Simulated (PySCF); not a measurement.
B(All)(F)2, SMILES C=CCB(F)F, PBE0/def2-SVP optimised geometry.

```
11

B     -0.75    -0.52     0.00
C      0.82    -0.52     0.00
C      1.45     0.76     0.44
C      2.30     0.89     1.46
H      1.10    -0.75    -1.05
H      1.19    -1.39     0.58
H      1.17     1.65    -0.12
H      2.62     0.02     2.06
H      2.71     1.86     1.74
F     -1.45     0.59     0.00
F     -1.43    -1.65    -0.04
```

Density from PBE0/def2-TZVP (PySCF) at that geometry.

Minimum of the electron density along straight lines between bonded atoms, close to the bond critical point (lines longer than 1.1 times the sum of covalent radii, or with two minima, are not listed):

| bond | length / Å | ρ at the minimum / e bohr⁻³ | ∇²ρ there / e bohr⁻⁵ | position (fraction from the first atom) |
|---|---|---|---|---|
| B1–C2 | 1.566 | 0.196 | -0.41 | 0.33 |
| C2–C3 | 1.495 | 0.259 | -0.67 | 0.50 |
| C3–C4 | 1.334 | 0.350 | -1.06 | 0.51 |
| C2–H5 | 1.110 | 0.260 | -0.83 | 0.64 |
| C2–H6 | 1.102 | 0.268 | -0.89 | 0.64 |
| C3–H7 | 1.097 | 0.278 | -0.97 | 0.65 |
| C4–H8 | 1.095 | 0.276 | -0.95 | 0.65 |
| C4–H9 | 1.093 | 0.278 | -0.97 | 0.65 |
| B1–F10 | 1.321 | 0.207 | 1.28 | 0.34 |
| B1–F11 | 1.321 | 0.206 | 1.27 | 0.34 |
